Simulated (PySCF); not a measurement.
Si(H)(SeH)3 (H₄Se₃Si), SMILES [SiH]([SeH])([SeH])[SeH].

Geometry: PBE-D3(BJ)/def2-SVP. The values are those of a single conformer.

Method: PBE-D3(BJ)/def2-SVP (PySCF).

Frequencies are harmonic and unscaled.

```
mode  ν (cm⁻¹)  IR (km/mol)  moving atoms (share of kinetic energy)
----  --------  -----------  --------------------------------------
1           70          0.6                         Se 82 %, H 12 %
2           83          0.7                                 Se 88 %
3          125          1.5                Se 66 %, Si 23 %, H 10 %
4          171          4.3                         H 84 %, Se 15 %
5          198         10.3                                  H 97 %
6          235         19.0                                  H 97 %
7          302          5.9                        Si 54 %, Se 38 %
8          417         36.8                        Si 70 %, Se 22 %
9          428         49.7                Si 70 %, Se 19 %, H 11 %
10         575         19.9                                  H 95 %
11         615          6.8                                  H 95 %
12         650         13.7                                  H 90 %
13         715        116.0                                  H 91 %
14         784         92.0                                  H 93 %
15        2154         77.1                                  H 97 %
16        2337         10.6                                  H 99 %
17        2340         11.8                                  H 99 %
18        2357          5.2                                  H 99 %
```
